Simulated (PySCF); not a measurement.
HCl$_{3}$Ge, charge -1, doublet, geometry from GFN2-xTB (a state made from the parent by changing its charge; the spin is typed, not shown lowest). Base run: R2SCAN/6-31G run with PySCF.

Input for PySCF:
```python
from pyscf import gto, scf, dft

mol = gto.Mole()
mol.atom = '''
    Ge    0.189616    0.144657    0.116875
    Cl   -0.810130    2.365751   -0.060661
    Cl    2.014102   -1.478772    0.115746
    Cl   -1.559837   -1.163322   -0.380225
    H    -0.017991    0.068799    1.787391
'''
mol.basis = '6-31g'
mol.charge = -1
mol.spin = 1
mol.verbose = 5
mol.build()

mf = dft.UKS(mol)
mf.xc = 'r2scan'
mf.kernel()
```

Variants of this job, named by their change:

```json
[
 {"change": "base", "ΔE vs base (mEh)": "0.000", "fitting functions": "-"},
 {"change": "auxbasis = even-tempered beta=1.6", "ΔE vs base (mEh)": "-0.255", "fitting functions": "961"},
 {"change": "auxbasis = even-tempered beta=2.0", "ΔE vs base (mEh)": "-0.438", "fitting functions": "657"},
 {"change": "auxbasis = cc-pvqz-jkfit", "ΔE vs base (mEh)": "-0.079", "fitting functions": "713"},
 {"change": "auxbasis = even-tempered beta=3.0", "ΔE vs base (mEh)": "-33.773", "fitting functions": "432"},
 {"change": "auxbasis = cc-pvdz-jkfit", "ΔE vs base (mEh)": "-0.121", "fitting functions": "530"},
 {"change": "auxbasis = def2-universal-jfit", "ΔE vs base (mEh)": "-0.257", "fitting functions": "222"},
 {"change": "auxbasis = default (with mf = mf.density_fit())", "ΔE vs base (mEh)": "-0.121", "fitting functions": "530"},
 {"change": "auxbasis = def2-svp-ri", "ΔE vs base (mEh)": "-12092.0", "fitting functions": "327"},
 {"change": "auxbasis = def2-universal-jkfit", "ΔE vs base (mEh)": "-0.077", "fitting functions": "668"}
]
```

A fitting set is made for a task (jfit for Coulomb, jkfit for Coulomb and exchange, ri for correlation) and for a family of orbital bases.

Open shells are given as the SCF converged; they aren't shown to be the lowest states, and a large step between rows can be another state.
